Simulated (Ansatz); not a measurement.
Frontier orbitals of CH6BNOSi, SMILES `B[Si]1(O)CN1`.

```xyz
11

B     0.134   -1.060    1.819
Si    0.166   -0.389   -0.043
O     1.238   -1.214   -0.980
C    -0.199    1.388   -0.410
N    -1.227    0.353   -0.714
H    -0.836   -0.873    2.489
H     1.095   -1.561    2.320
H     1.377   -0.912   -1.879
H    -0.505    2.142    0.311
H     0.344    1.814   -1.257
H    -1.586    0.310   -1.655
```

Charge 0, multiplicity 1. The geometry is a stationary point of PBE0-D4/def2-TZVP. It is one conformer, not always the lowest. Basis def2-TZVPP, Ansatz.

Orbital energies of one run (eV). Highest occupied ones, from the top: -5.53, -7.02, -7.65, -8.75, -8.88, -9.10, -9.95, -11.22, -12.69, -13.10, -14.56, -16.41, -23.16, -26.57. Empty: -3.15, 0.31, 0.88, 1.70, 2.17, 2.37.

(1) Which functional gave them?
A. BHLYP
B. ωB97M-V
C. CAM-B3LYP
D. r2SCAN

## Answers

(1) D. HOMO energies: r2SCAN -5.53, CAM-B3LYP -7.83, ωB97M-V -8.71, BHLYP -7.62 eV.
